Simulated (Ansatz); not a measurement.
Consider the atomization: `[OH][Cd][F]` → Cd (atom) + F• + H• + O•.

Computed with Ansatz on PBE0-D4/def2-TZVP structures; ΔE is electronic, products minus reactants. CCSD(T)/CBS is the MP2 limit (def2-TZVPP, def2-QZVPP) plus CCSD(T) − MP2 in def2-TZVPP, frozen cores. This one scheme is used for every species, atoms too. Functionals use def2-TZVPP. B3LYP here is the variant with VWN-RPA as its local correlation; programs differ in this. HSE06 is defined as in plane-wave codes. Open shells (•) are unrestricted, without spin–orbit coupling. Spin–orbit coupling would lower the free atoms: a little for F, O. def2 core potentials past Kr. Bonds to Cd are less sure, by a few kJ/mol each and by 10 to 20 or more in all where they break to atoms, as the def2 sets lack core-valence functions. One conformer a species, not always the lowest.

```
             level  ΔE (kcal/mol)  difference from CCSD(T)/CBS
       LDA (SPW92)          298.0                         50.7
            PBE-D4          252.5                          5.2
         revPBE-D4          241.1                         -6.2
           BLYP-D4          244.2                         -3.1
         r2SCAN-D4          247.0                         -0.3
            B97M-V          240.7                         -6.6
           PBE0-D4          238.3                         -9.0
          B3LYP-D4          237.8                         -9.5
        r2SCANh-D4          241.2                         -6.1
        r2SCAN0-D4          233.2                        -14.1
          HSE06-D4          238.4                         -8.9
          BHLYP-D4          220.3                        -27.0
      CAM-B3LYP-D4          244.7                         -2.6
           ωB97X-V          247.8                          0.5
           ωB97M-V          246.0                         -1.3
          PBE-QIDH          236.9                        -10.4
               PBE          251.4                          4.1
            revPBE          237.9                         -9.4
              BLYP          241.8                         -5.5
            r2SCAN          246.8                         -0.5
              PBE0          237.4                         -9.9
             B3LYP          236.1                        -11.2
           r2SCANh          241.0                         -6.3
           r2SCAN0          232.9                        -14.4
             HSE06          237.6                         -9.7
             BHLYP          218.8                        -28.5
         CAM-B3LYP          243.8                         -3.5
           LC-ωPBE          253.3                          6.0
       HF/def2-SVP          138.7                       -108.6
      MP2/def2-SVP          230.8                        -16.5
     CCSD/def2-SVP          215.5                        -31.8
  CCSD(T)/def2-SVP          218.8                        -28.5
     HF/def2-TZVPP          143.1                       -104.2
    MP2/def2-TZVPP          246.0                         -1.3
   CCSD/def2-TZVPP          227.3                        -20.0
CCSD(T)/def2-TZVPP          233.7                        -13.6
     HF/def2-QZVPP          146.8                       -100.5
    MP2/def2-QZVPP          255.0                          7.7
      HF/CBS(def2)          147.3                       -100.0
    CCSD/CBS(def2)          240.9                         -6.4
       CCSD(T)/CBS          247.3                            0
```

Q: What do rigid-rotor, harmonic-oscillator terms from PBE0-D4/def2-TZVP frequencies (298.15 K, 1 bar) make of the CCSD(T)/CBS value? (An estimate is asked.)

A: The calculation gave: ΔZPE = -8.9 kcal/mol, ΔH = +240.9 kcal/mol, ΔS = 317 J/(mol·K), ΔG = +218.3 kcal/mol. Open shells count their whole term as degenerate.

Largest T1 diagnostic among the species: 0.017.

In def2-TZVPP, CCSD(T) changes the Hartree–Fock value by +90.6 kcal/mol (the triples alone add +6.4 kcal/mol) and MP2 by +102.9 kcal/mol; breaking electron pairs costs correlation energy, which Hartree–Fock lacks. The D4 term adds +1.8 kcal/mol with B3LYP and +0.9 kcal/mol with PBE0; it sums over pairs of atoms, weighted by their polarisabilities, and B3LYP, whose exchange is more repulsive, gets the larger term. At CCSD(T), def2-SVP lies −28.5 kcal/mol from the extrapolated value and def2-TZVPP −13.6 kcal/mol: correlation converges slowly with the basis, and small sets miss more of it in the bonded molecule than in its fragments.

For atomizations the MP2-based limit and the directly extrapolated one differ by several kJ/mol either way, and by 10 to 25 for some Ge, Se and Sn compounds, so smaller differences from it don't rank the levels.
